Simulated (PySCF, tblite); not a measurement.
Species: C4H7BF2S.
Structure used (GFN2-xTB), in Å, numbered top down from 1:
```xyz
15
C4H7BF2S angstrom
C      0.449    2.168    0.345
S     -0.418    1.167   -0.892
C     -0.506   -0.461   -0.259
C     -1.624   -1.208   -0.920
C      0.239   -1.013    0.720
B      1.536   -0.612    1.420
F      2.457    0.238    0.978
F      1.909   -1.231    2.535
H      1.516    2.171    0.152
H      0.047    3.172    0.249
H      0.240    1.767    1.332
H     -1.690   -0.932   -1.970
H     -1.483   -2.282   -0.833
H     -2.570   -0.941   -0.450
H     -0.106   -1.995    1.031
```

Jobs on this species (15 atoms, 70 electrons) with PySCF (density fitting) and tblite. Hardware of each: Arm Neoverse N1, one thread, on a shared host. Times come from a shared host and carry two figures at best.

Question: Rank these jobs by wall time, shortest first.
A. GFN2-xTB; Hessian by finite differences
B. GFN2-xTB; L-BFGS relaxation
C. PBE0/pcSseg-1; shieldings, charges and field gradients, density and orbital grids written; 178 basis functions
D. PBE0/def2-SVPD; 8 singlets by full TDDFT, 3 Tamm–Dancoff triplets, polarisability, density and orbital grids written; 229 basis functions

Answer: A (0.77 s), B (2.2 s), C (61 s), D (98 s).

All jobs:

```csv
level and settings,work,basis functions,SCF cycles,wall time
GFN2-xTB,Hessian by finite differences,–,–,0.77 s
GFN2-xTB,L-BFGS relaxation,–,–,2.2 s
PBE0/pcSseg-1,"shieldings, charges and field gradients, density and orbital grids written",178,14,61 s
PBE0/def2-SVPD,"8 singlets by full TDDFT, 3 Tamm–Dancoff triplets, polarisability, density and orbital grids written",229,14,98 s
```

Question: What do all jobs in the table cost together?

Answer: About 2.7 min; the longest takes about 61 % of that, and about 130 times as long as the shortest.
